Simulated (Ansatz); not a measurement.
Cost and result for the atomization energy of AlFH5NSi, SMILES `F[SiH2][NH][AlH2]` (9 atoms, 8 bonds).

| atom | x (Å) | y (Å) | z (Å) |
| --- | --- | --- | --- |
| F1 | 0.647 | -2.407 | 0.076 |
| Si2 | 1.023 | -0.888 | -0.270 |
| N3 | 0.060 | 0.223 | 0.598 |
| Al4 | -1.374 | 1.136 | 0.040 |
| H5 | 2.456 | -0.747 | 0.081 |
| H6 | 0.766 | -0.696 | -1.715 |
| H7 | 0.328 | 0.353 | 1.565 |
| H8 | -2.081 | 2.089 | 1.085 |
| H9 | -1.825 | 0.938 | -1.460 |

The species carries charge 0 and has multiplicity 1. Geometry: relaxed with PBE0-D4/def2-TZVP. It is one conformer, not always the lowest. Program: Ansatz. All runs use 2 threads of an Arm Neoverse V2 on a shared host. Times are those of one run each, without the atoms' runs, and a repeat can differ threefold. Electronic energies, without spin–orbit coupling; frozen cores. CCSD(T)/CBS adds CCSD(T) − MP2 in def2-TZVPP to the MP2 limit, and its time is that of the two runs behind it. T1 = 0.012. B3LYP takes the VWN-RPA correlation (the form of Gaussian; ORCA's B3LYP/G).

CCSD(T)/CBS is a level of theory with its own doubt, some kJ/mol a heavy atom from the limit and from the frozen cores, so smaller differences don't rank the functionals.

| level | functions | wall time | atomization (kcal/mol) | difference from CCSD(T)/CBS | per bond |
| --- | --- | --- | --- | --- | --- |
| revPBE-D4/def2-TZVPP | 216 | 2.1 s | 688.7 | -22.5 | -2.8 |
| CCSD(T)/def2-SVP | 89 | 2.4 s | 653.8 | -57.4 | -7.2 |
| PBE-D4/def2-TZVPP (with forces) | 216 | 2.7 s | 703.6 | -7.6 | -1.0 |
| BHLYP-D4/def2-TZVPP | 216 | 3.1 s | 691.9 | -19.3 | -2.4 |
| CAM-B3LYP-D4/def2-TZVPP | 216 | 3.4 s | 712.8 | 1.6 | 0.2 |
| B3LYP-D4/def2-TZVPP (with forces) | 216 | 4.4 s | 706.8 | -4.4 | -0.6 |
| r2SCAN-D4/def2-TZVPP (with forces) | 216 | 5.5 s | 704.9 | -6.3 | -0.8 |
| PBE-QIDH/def2-TZVPP | 216 | 5.5 s | 695.4 | -15.8 | -2.0 |
| ωB97X-V/def2-TZVPP | 216 | 8 s | 712.6 | 1.4 | 0.2 |
| B97M-V/def2-TZVPP | 216 | 9.5 s | 713.7 | 2.5 | 0.3 |
| MP2/def2-QZVPP | 404 | 17 s | 711.5 | 0.3 | 0.0 |
| CCSD(T)/def2-TZVPP | 216 | 66 s | 689.3 | -21.9 | -2.7 |
| CCSD(T)/CBS(def2) | – | 83 s | 711.2 | 0.0 | 0.0 |

From r2SCAN to r2SCAN0 (25 % exact exchange), in def2-TZVPP and without D4, the atomization energy moves by −10.7 kcal/mol: exact exchange takes away binding that semilocal exchange gives to molecules. The D4 term adds +6.5 kcal/mol with B3LYP and +3.4 kcal/mol with PBE0; it sums over pairs of atoms, weighted by their polarisabilities, and B3LYP, whose exchange is more repulsive, gets the larger term. In def2-TZVPP, CCSD(T) changes the Hartree–Fock value by +167.6 kcal/mol (the triples alone add +8.1 kcal/mol) and MP2 by +176.3 kcal/mol; breaking electron pairs costs correlation energy, which Hartree–Fock lacks.
